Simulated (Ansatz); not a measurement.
A run for Ansatz (a first-principles code): U-PBE/cc-pVTZ on CH6GaN (SMILES C[NH][GaH2]), a point of a bond scan (R = 3.229 Å).

Ansatz 0.2 input:
```yaml
crystal:
  periodic: [false, false, false]
  atoms:
    - {symbol: Ga, position_ang: [-0.38552085, 0.59219483, 0.38547984]}
    - {symbol: H, position_ang: [-0.35620831, 1.04055650, 1.88089773]}
    - {symbol: H, position_ang: [-1.21326902, 1.21780911, -0.78284021]}
    - {symbol: N, position_ang: [0.66953217, -0.82999472, -0.05613421]}
    - {symbol: C, position_ang: [0.83297337, -1.44977301, -1.35901371]}
    - {symbol: H, position_ang: [2.44502593, -2.23874099, 2.24337005]}
    - {symbol: H, position_ang: [0.53149662, -2.50342095, -1.35711350]}
    - {symbol: H, position_ang: [1.86866607, -1.40063125, -1.71396656]}
    - {symbol: H, position_ang: [0.21152158, -0.93352423, -2.09229175]}
basis:
  gaussian:
    orbitals: cc-pVTZ
hamiltonian:
  xc: {name: PBE}
magnetization: {spin_polarized: true, initial_magnetization: 0}
```

Question: Predict the final total energy.

Answer: -2020.7787 hartree. Its determinant has ⟨S²⟩ = 0.99, a mixture of spin states.

Question: How many basis functions does it have, and what does it roughly cost on one machine?

Answer: 187 functions; about 28 core-seconds (a rough figure).
